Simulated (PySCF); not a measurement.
Compound: C4H9BO.
Z-matrix (Å and degrees, PBE0-D3(BJ)/def2-SVP geometry), rows numbered from 1:
```
C 
B   1  1.5790
C   2  1.5869  1  121.15
C   2  1.5442  1  117.72  3   179.25
C   4  1.3469  2  122.66  1   179.82
O   5  1.3400  4  123.55  2  -179.95
H   1  1.1054  2  109.30  3  -118.32
H   1  1.1044  2  110.29  3   126.83
H   1  1.0997  2  115.16  3     3.59
H   3  1.0998  2  113.33  1    -3.37
H   3  1.1038  2  111.61  1  -125.05
H   3  1.1044  2  110.63  1   117.32
H   4  1.0975  2  121.45  1    -0.07
H   5  1.0990  4  120.98  2    -0.02
H   6  0.9621  5  109.97  4   179.78
```

Method used: PBE0-D3(BJ)/def2-SVP geometry optimisation, gas phase in PySCF 2.14.0.

Take the most abundant isotopes and a rigid rotor. The values belong to one conformer with, in the numbering `[CH3:1][B:2]([CH3:3])/[CH:4]=[CH:5]/[OH:6]`, C4–C5–O6–H 180°.

(1) Give the principal moments of inertia and the rotational constants in GHz.

(2) Classify the top.

(3) Is it planar, by Δ = Ic − Ia − Ib?

(4) Give the other two planar moments, Paa and Pbb, and the rms extents of the mass along the axes.

(5) Give the coordinates in the principal-axis frame, origin at the centre of mass.

(6) Which types of transition are allowed, and where do some lines up to J = 5 fall?

Results:

(1) Ia = 73.32, Ib = 284.64, Ic = 351.73 u·Å²; 505379 MHz·u·Å²/I gives 6893, 1776 and 1437 MHz, that is A = 6.8930, B = 1.7755, C = 1.4368 GHz.

(2) An asymmetric top: κ = (2 × 1776 − 6893 − 1437)/(6893 − 1437) = -0.88.

(3) Not planar: Δ = Ic − Ia − Ib = -6.22 u·Å². For a rigid frame Δ = −2 Σ m c², so Σ m c² = 3.11 u·Å² lies off the ab plane, practically all of it from hydrogen. The atom farthest from that plane is 0.92 Å away.

(4) Paa = Σ m a² = (Ib + Ic − Ia)/2 = 281.52 and Pbb = Σ m b² = (Ia + Ic − Ib)/2 = 70.21 u·Å². With the mass M = 84.07 u, the rms extents √(P/M) along a, b and c are 1.83, 0.91, 0.19 Å.

(5) The sense of each axis is arbitrary; atoms in the order of the calculation.
| atom | mass (u) | a (Å) | b (Å) | c (Å) |
| --- | --- | --- | --- | --- |
| C1 | 12.000 | -2.297 | -1.064 | -0.002 |
| B2 | 11.009 | -1.114 | -0.018 | -0.005 |
| C3 | 12.000 | -1.399 | 1.543 | 0.002 |
| C4 | 12.000 | 0.329 | -0.567 | 0.002 |
| C5 | 12.000 | 1.412 | 0.235 | -0.003 |
| O6 | 15.995 | 2.672 | -0.221 | 0.002 |
| H7 | 1.008 | -2.238 | -1.680 | 0.914 |
| H8 | 1.008 | -2.178 | -1.780 | -0.834 |
| H9 | 1.008 | -3.306 | -0.629 | -0.057 |
| H10 | 1.008 | -2.469 | 1.791 | -0.050 |
| H11 | 1.008 | -0.897 | 2.051 | -0.840 |
| H12 | 1.008 | -0.996 | 2.007 | 0.919 |
| H13 | 1.008 | 0.532 | -1.645 | 0.011 |
| H14 | 1.008 | 1.305 | 1.329 | -0.014 |
| H15 | 1.008 | 3.288 | 0.517 | -0.007 |

(6) The dipole components are |μa| = 1.97 D, |μb| = 1.78 D, |μc| = 0.02 D. The squared components, which scale the intensities, stand as 1.00 : 0.82 : 0.00 (a : b : c). Some lines, for components of 0.1 D or more:

```
type  branch         J(Ka,Kc)    MHz  lower level (cm⁻¹)
   a       Q  2(1,1) ← 2(1,2)   1016               0.481
   b       R  3(0,3) ← 2(1,2)   4777               0.481
   a       Q  5(1,4) ← 5(1,5)   5067               1.695
   b       Q  1(1,0) ← 1(0,1)   5456               0.107
   a       R  4(3,1) ← 3(3,0)  12884               2.230
   a       R  4(1,3) ← 3(1,2)  13493               0.853
   b       Q  5(2,3) ← 5(1,4)  13948               1.864
   a       R  5(4,2) ← 4(4,1)  16098               3.894
   b       R  4(1,4) ← 3(0,3)  16483               0.640
   b       Q  3(2,2) ← 3(1,3)  16886               0.785
   b       R  3(2,2) ← 2(1,1)  24989               0.515
   b       Q  3(3,0) ← 3(2,1)  26363               1.351
   b       Q  3(3,1) ← 3(2,2)  26444               1.348
   b       R  4(2,3) ← 3(1,2)  27692               0.853
   b       R  4(2,2) ← 3(1,3)  29965               0.785
   b       R  5(2,4) ← 4(1,3)  30224               1.303
   b       Q  5(4,1) ← 5(3,2)  36951               3.198
   b       R  4(3,2) ← 3(2,1)  39243               1.351
   b       R  5(3,3) ← 4(2,2)  42359               1.785
   b       Q  5(5,0) ← 5(4,1)  47547               4.431
   b       R  5(4,2) ← 4(3,1)  53074               2.660
   b       R  5(4,1) ← 4(3,2)  53077               2.660
   b       R  5(5,1) ← 4(4,0)  63646               3.894
```

Whether it is a minimum is left open (no frequencies). These are rigid-rotor constants of the computed structure; measured ground-state constants (B0) also hold zero-point vibration. A rigid rotor knows nothing of internal rotation, which can split or shift real lines. Quadrupole hyperfine structure (11B) is left out.
